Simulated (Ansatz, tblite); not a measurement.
Cost and result up the ladder for Li12 (12 atoms). Charge 0, multiplicity 1. Geometry: PBE0/def2-SVP.

Cartesian coordinates in Å:
```
Li 0.060 -2.445 0.003
Li -1.928 1.711 -2.434
Li -2.121 -1.557 -2.489
Li -0.437 2.160 1.098
Li 1.906 -0.079 0.551
Li -0.174 -0.502 2.264
Li -2.873 -0.063 0.276
Li 1.099 2.202 -1.501
Li 0.803 -0.698 -2.808
Li 2.046 1.314 3.146
Li -0.579 0.119 -0.801
Li 2.197 -2.161 2.694
```

Ansatz on 4 threads of Arm Neoverse V2 on a shared host; xTB runs through tblite on one thread. Times are rough, summed over both states, and most runs start from the orbitals of an earlier one. No level here is sound enough to serve as a yardstick. The other state is a doublet.

The xTB rows come from tblite. The structure comes from a short search, and lower isomers may exist.

Raw xTB energies of ions are shifted by several eV.

```
                      level  functions  wall time  vertical IE (eV)                                                                              remarks
                   GFN2-xTB         48    0.066 s              7.05                                                                                    –
PBE/def2-TZVP (with forces)        168      6.8 s              3.99                                              restricted SCF unstable in HF (singlet)
             PBE0/def2-TZVP        168      9.8 s              3.94                                              restricted SCF unstable in HF (singlet)
           r2SCAN/def2-TZVP        168       28 s              3.84  restricted SCF unstable in HF (singlet), spin-contaminated (⟨S²⟩ 0.99) (+1 doublet)
```
